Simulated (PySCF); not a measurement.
A side-by-side comparison of computed properties.

First species: C2H13NOSi3.
InChI=1S/C2H13NOSi3/c1-4-7-3(5)6-2/h6-7H2,1-2,5H3

Second species: C₂H₁₃NOSi₃.
Atom-mapped SMILES: `[CH3:1][N:2]([CH3:3])[SiH2:4][O:5][SiH2:6][SiH3:7]` (hydrogens: H8, H9, H10 on C1; H11, H12, H13 on C3; H14, H15 on Si4; H16, H17 on Si6; H18, H19, H20 on Si7)

Geometry (PBE0-D3(BJ)/def2-SVP, Å), atoms numbered from 1 in this order:
```
atom  x, y, z in Å
C1    -1.619    1.264   -0.565
N2    -0.886    0.596    0.482
C3    -0.182    1.485    1.376
Si4   -1.190   -1.037    0.976
O5     0.246   -1.866    1.095
Si6    1.639   -1.947    0.178
Si7    1.646   -0.306   -1.502
H8    -2.122    0.532   -1.213
H9    -2.391    1.952   -0.167
H10   -0.941    1.862   -1.201
H11    0.550    2.105    0.827
H12   -0.866    2.173    1.912
H13    0.380    0.913    2.131
H14   -2.081   -1.625   -0.065
H15   -1.797   -1.140    2.334
H16    1.734   -3.299   -0.454
H17    2.818   -1.775    1.081
H18    2.827   -0.548   -2.394
H19    1.769    1.081   -0.959
H20    0.413   -0.403   -2.344
```

Levels: PBE0/def2-SVPD for dipole moment, HOMO energy, LUMO energy, HOMO–LUMO gap, static isotropic polarisability and electronic spatial extent ⟨r²⟩ about the centre of nuclear charge; TDDFT PBE0/def2-SVPD for lowest singlet excitation; TDA PBE0/def2-SVPD for lowest triplet excitation (Tamm–Dancoff); ΔSCF PBE0/def2-SVPD for vertical ionisation energy; PBE0-D3(BJ)/def2-SVP for rotational constant A and rotational constant C. Geometries: PBE0-D3(BJ)/def2-SVP. All species are isolated and taken at one optimised geometry, non-relativistic unless stated. Electronic properties by PySCF.

Dipoles, sizes and rotational constants follow the conformer. The torsions of the flexible species, by atom-mapped SMILES:
- `[CH3:1][O:2][SiH2:3][N:4]([SiH3:5])[SiH2:6][CH3:7]`: C1–O2–Si3–N4 177°, O2–Si3–N4–Si5 -179°, Si3–N4–Si6–C7 179°
- `[CH3:1][N:2]([CH3:3])[SiH2:4][O:5][SiH2:6][SiH3:7]`: C1–N2–Si4–O5 133°, N2–Si4–O5–Si6 -42°, Si4–O5–Si6–Si7 9°

Values for the first species:

| Property | Result |
| --- | --- |
| Dipole moment | 0.55 D |
| HOMO energy | -7.35 eV |
| LUMO energy | 0.06 eV |
| HOMO–LUMO gap | 7.41 eV |
| Lowest singlet excitation | 6.12 eV |
| Lowest triplet excitation (Tamm–Dancoff) | 5.85 eV |
| Static isotropic polarisability | 115.0 au |
| Vertical ionisation energy | 9.00 eV |
| Electronic spatial extent ⟨r²⟩ about the centre of nuclear charge | 1780 bohr² |
| Rotational constant A | 2.103 GHz |
| Rotational constant C | 0.667 GHz |

(1) Estimate the same properties for the second species, and the change in each.

Results:

(1) 
| property | first | second | second less first |
| --- | --- | --- | --- |
| dipole moment | 0.55 D | 1.49 D | +0.94 D |
| HOMO energy | -7.35 eV | -6.71 eV | +0.64 eV |
| LUMO energy | 0.06 eV | -0.17 eV | -0.23 eV |
| HOMO–LUMO gap | 7.41 eV | 6.54 eV | -0.87 eV |
| lowest singlet excitation | 6.12 eV | 5.61 eV | -0.51 eV |
| lowest triplet excitation (Tamm–Dancoff) | 5.85 eV | 5.28 eV | -0.57 eV |
| static isotropic polarisability | 115.0 au | 119.1 au | +4.1 au |
| vertical ionisation energy | 9.00 eV | 8.45 eV | -0.55 eV |
| electronic spatial extent ⟨r²⟩ about the centre of nuclear charge | 1780 bohr² | 1575 bohr² | -205 bohr² |
| rotational constant A | 2.103 GHz | 1.719 GHz | -0.384 GHz |
| rotational constant C | 0.667 GHz | 0.826 GHz | +0.159 GHz |

On the first: No computed singlet falls in the visible range (750 to 380 nm, 1.65 to 3.26 eV); S1 lies 2.86 eV above its blue end. The dipole matches unit charges of opposite sign 0.11 Å apart (1 e·Å = 4.8032 D).

On the second: A dipole of 1.49 D is allowed in C1, and pure rotational transitions are dipole-allowed. The dipole equals about 5.0 × 10⁻³⁰ C·m (1 D = 3.33564 × 10⁻³⁰ C·m).
